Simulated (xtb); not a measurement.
These are GFN2-xTB in xtb values and carry that method's errors.

```
xtb start.xyz --ohess tight --gfn 2 --chrg 0 --uhf 0 --iterations 400

# start.xyz
5

Zr     0.000000     0.000000     0.000000
Cl    -0.510988     1.470295     2.190104
Br     0.625075    -2.682298     0.776365
Br    -2.301793    -0.010877    -1.699945
Br     2.220915     1.127336    -1.408840
```

Output:

```
[...]

         #    Occupation            Energy/Eh            Energy/eV
      -------------------------------------------------------------
         1        2.0000           -1.1256616             -30.6308
       ...           ...                  ...                  ...
        10        2.0000           -0.4678719             -12.7314
        11        2.0000           -0.4678697             -12.7314
        12        2.0000           -0.4573355             -12.4447
        13        2.0000           -0.4573351             -12.4447
        14        2.0000           -0.4545167             -12.3680
        15        2.0000           -0.4545003             -12.3676
        16        2.0000           -0.4529647             -12.3258 (HOMO)
        17                         -0.3579476              -9.7403 (LUMO)
        18                         -0.3579456              -9.7402
        19                         -0.3397877              -9.2461
        20                         -0.3397796              -9.2459
        21                         -0.3342207              -9.0946
       ...                                ...                  ...
        45                          1.4383561              39.1397
      -------------------------------------------------------------
                  HL-Gap            0.0950171 Eh            2.5855 eV
             Fermi-level           -0.4054562 Eh          -11.0330 eV


         :::::::::::::::::::::::::::::::::::::::::::::::::::::
         ::                     SUMMARY                     ::
         :::::::::::::::::::::::::::::::::::::::::::::::::::::
         :: total energy             -18.707115110083 Eh    ::
         :: gradient norm              0.000082423016 Eh/a0 ::
         :: HOMO-LUMO gap              2.585545838529 eV    ::
         ::.................................................::
         :: SCC energy               -18.754714145844 Eh    ::
         :: -> isotropic ES            0.051286748960 Eh    ::
         :: -> anisotropic ES         -0.005869631320 Eh    ::
         :: -> anisotropic XC         -0.022344111461 Eh    ::
         :: -> dispersion             -0.006103233427 Eh    ::
         :: repulsion energy           0.047599035761 Eh    ::
         :: add. restraining           0.000000000000 Eh    ::
         :: total charge              -0.000000000000 e     ::
         :::::::::::::::::::::::::::::::::::::::::::::::::::::

           -------------------------------------------------
          |                Numerical Hessian                |
           -------------------------------------------------
step length          :   0.00500
SCC accuracy         :   0.30000
Hessian scale factor :   1.00000
frozen atoms in %    :   0.00000    0
RMS gradient         :   0.00008
estimated CPU  time      0.01 min
estimated wall time      0.01 min

writing file <hessian>.

 projected vibrational frequencies (cm⁻¹)
eigval :       -0.00    -0.00     0.00     0.00     0.00     0.00
eigval :       52.31    52.36    58.52    63.06    63.09   235.62
eigval :      314.16   314.32   396.11
           -------------------------------------------------
          |                Property Printout                |
           -------------------------------------------------

    * Orbital Energies and Occupations

         #    Occupation            Energy/Eh            Energy/eV
      -------------------------------------------------------------
         1        2.0000           -1.1256616             -30.6308
       ...           ...                  ...                  ...
         4        2.0000           -0.9023476             -24.5541
         5        2.0000           -0.5647644             -15.3680
         6        2.0000           -0.4871537             -13.2561
         7        2.0000           -0.4871508             -13.2560
         8        2.0000           -0.4795434             -13.0490
         9        2.0000           -0.4706146             -12.8061
        10        2.0000           -0.4678719             -12.7314
        11        2.0000           -0.4678697             -12.7314
        12        2.0000           -0.4573355             -12.4447
        13        2.0000           -0.4573351             -12.4447
        14        2.0000           -0.4545167             -12.3680
        15        2.0000           -0.4545004             -12.3676
        16        2.0000           -0.4529647             -12.3258 (HOMO)
        17                         -0.3579477              -9.7403 (LUMO)
        18                         -0.3579457              -9.7402
        19                         -0.3397877              -9.2461
        20                         -0.3397796              -9.2459
        21                         -0.3342207              -9.0946
        22                         -0.0341726              -0.9299
        23                          0.0035480               0.0965
        24                          0.0035480               0.0965
        25                          0.0041279               0.1123
        26                          0.0041290               0.1124
        27                          0.0065266               0.1776
       ...                                ...                  ...
        45                          1.4383560              39.1397
      -------------------------------------------------------------
                  HL-Gap            0.0950170 Eh            2.5855 eV
             Fermi-level           -0.4054562 Eh          -11.0330 eV

     #   Z          covCN         q      C6AA      α(0)
     1  40 Zr       3.010     1.149   100.208    24.088
     2  17 Cl       0.735    -0.413   112.379    16.215
     3  35 Br       0.760    -0.245   191.310    22.299
     4  35 Br       0.760    -0.245   191.308    22.299
     5  35 Br       0.760    -0.245   191.310    22.299

 Mol. C6AA /au·bohr⁶  :       3761.789916
 Mol. C8AA /au·bohr⁸  :     268793.078132
 Mol. α(0) /au        :        107.199972

Wiberg/Mayer (AO) data.
largest (>0.10) Wiberg bond orders for each atom

 ---------------------------------------------------------------------------
     #   Z sym  total        # sym  WBO       # sym  WBO       # sym  WBO
 ---------------------------------------------------------------------------
     1  40 Zr   4.289 --     4 Br   1.115     3 Br   1.115     5 Br   1.115
                             2 Cl   0.943
     2  17 Cl   1.058 --     1 Zr   0.943
     3  35 Br   1.246 --     1 Zr   1.115
     4  35 Br   1.246 --     1 Zr   1.115
     5  35 Br   1.246 --     1 Zr   1.115
 ---------------------------------------------------------------------------

Topologies differ in total number of bonds
Writing topology from bond orders to xtbtopo.mol

molecular dipole:
                 x           y           z       tot (Debye)
 q only:        0.078      -0.225      -0.335
   full:       -0.297       0.855       1.273       3.969
molecular quadrupole (traceless):
                xx          xy          yy          xz          yz          zz
 q only:        1.433       0.502       0.163       0.749      -2.150      -1.596
  q+dip:       -2.548      -0.892      -0.291      -1.328       3.825       2.839
   full:       -2.835      -0.993      -0.324      -1.477       4.255       3.158

           -------------------------------------------------
          |                Geometry Summary                 |
           -------------------------------------------------

      molecular mass/u    :      366.3871625
   center of mass at/Å    :        0.0607796      -0.1748910      -0.2605115
  moments of inertia/u·Å² :        0.9671513E+03   0.9671868E+03   0.1252918E+04
rotational constants/cm⁻¹ :        0.1743019E-01   0.1742955E-01   0.1345469E-01

 * 4 selected distances

     #   Z          #   Z                                           value/Å
     1  40 Zr       2  17 Cl                                      2.2485256 (min)
     1  40 Zr       3  35 Br                                      2.4830232
     1  40 Zr       4  35 Br                                      2.4828019
     1  40 Zr       5  35 Br                                      2.4830705 (max)

 * 2 distinct bonds (by element types)

   Z      Z             #   av. dist./Å        max./Å        min./Å
  17 Cl  40 Zr          1     2.2485256     2.2485256     2.2485256
  35 Br  40 Zr          3     2.4829652     2.4830705     2.4828019

           -------------------------------------------------
          |               Frequency Printout                |
           -------------------------------------------------
 projected vibrational frequencies (cm⁻¹)
eigval :       -0.00    -0.00     0.00     0.00     0.00     0.00
eigval :       52.31    52.36    58.52    63.06    63.09   235.62
eigval :      314.16   314.32   396.11
 reduced masses (amu)
   1: 75.02   2: 72.29   3: 80.11   4: 72.22   5: 75.84   6: 76.72   7: 81.38   8: 81.38
   9: 77.74  10: 52.08  11: 52.08  12: 73.60  13: 85.99  14: 85.99  15: 56.72
 IR intensities (km·mol⁻¹)
   1:  0.24   2:  0.19   3:  0.17   4:  0.20   5:  0.38   6:  0.20   7: 11.48   8: 11.40
   9: 18.66  10:  7.23  11:  7.26  12:  1.92  13: 51.74  14: 51.79  15: 95.81
Molecule has the following symmetry elements: (C3) 3*(sigma)
It seems to be the C3v point group
 Raman intensities (Ä⁴*amu⁻¹)
   1:  0.00   2:  0.00   3:  0.00   4:  0.00   5:  0.00   6:  0.00   7:  0.00   8:  0.00
   9:  0.00  10:  0.00  11:  0.00  12:  0.00  13:  0.00  14:  0.00  15:  0.00
 output can be read by thermo (or use thermo option).
 writing <g98.out> molden fake output.
 recommended (thermochemical) frequency scaling factor: 1.0
           -------------------------------------------------
          |             Thermodynamic Functions             |
           -------------------------------------------------

c3v symmetry found (for desy threshold:  0.10E+00) used in thermo

          ...................................................
          :                      SETUP                      :
          :.................................................:
          :  # frequencies                           9      :
          :  # imaginary freq.                       0      :
          :  linear?                             false      :
          :  only rotor calc.                    false      :
          :  symmetry                              c3v      :
          :  rotational number                       3      :
          :  scaling factor                  1.0000000      :
          :  rotor cutoff                   50.0000000 cm⁻¹ :
          :  imag. cutoff                  -20.0000000 cm⁻¹ :
          :.................................................:

    mode    ω/cm⁻¹     T·S(HO)/kcal·mol⁻¹    T·S(FR)/kcal·mol⁻¹   T·S(vib)
   ------------------------------------------------------------------------
       1     52.31    -1.40964 ( 54.51%)    -1.04306 ( 45.49%)    -1.24289
       2     52.36    -1.40913 ( 54.60%)    -1.04280 ( 45.40%)    -1.24281
       3     58.52    -1.34358 ( 65.24%)    -1.00984 ( 34.76%)    -1.22757
       4     63.06    -1.29966 ( 71.67%)    -0.98773 ( 28.33%)    -1.21130
       5     63.09    -1.29940 ( 71.71%)    -0.98760 ( 28.29%)    -1.21118
       6    235.62    -0.54732 ( 99.80%)    -0.59730 (  0.20%)    -0.54742
   ------------------------------------------------------------------------

   temp. (K)  partition function   enthalpy   heat capacity  entropy
                                   cal/mol     cal/K/mol   cal/K/mol   J/K/mol
 298.15  VIB  0.336E+04             3588.246     14.639     26.074
         ROT  0.872E+06              888.752      2.981     30.163
         INT  0.293E+10             4476.998     17.619     56.237
         TR   0.679E+28             1481.254      4.968     43.569
         TOT                        5958.2522    22.5876    99.8056   417.5868

       T/K    H(0)-H(T)+PV         H(T)/Eh          T*S/Eh         G(T)/Eh
   ------------------------------------------------------------------------
    298.15    0.949508E-02    0.130252E-01    0.474209E-01   -0.343957E-01
   ------------------------------------------------------------------------

         :::::::::::::::::::::::::::::::::::::::::::::::::::::
         ::                  THERMODYNAMIC                  ::
         :::::::::::::::::::::::::::::::::::::::::::::::::::::
         :: total free energy         -18.741510796441 Eh   ::
         ::.................................................::
         :: total energy              -18.707115110084 Eh   ::
         :: zero point energy           0.003530117340 Eh   ::
         :: G(RRHO) w/o ZPVE           -0.037925803697 Eh   ::
         :: G(RRHO) contrib.           -0.034395686357 Eh   ::
         :::::::::::::::::::::::::::::::::::::::::::::::::::::

optimized geometry written to: xtbopt.xyz

           -------------------------------------------------
          | TOTAL ENERGY              -18.707115110084 Eh   |
          | TOTAL ENTHALPY            -18.694089913413 Eh   |
          | TOTAL FREE ENERGY         -18.741510796441 Eh   |
          | GRADIENT NORM               0.000082389137 Eh/α |
          | HOMO-LUMO GAP               2.585545129219 eV   |
           -------------------------------------------------

------------------------------------------------------------------------
```

Cost: about 0.6 core-seconds (a rough figure).
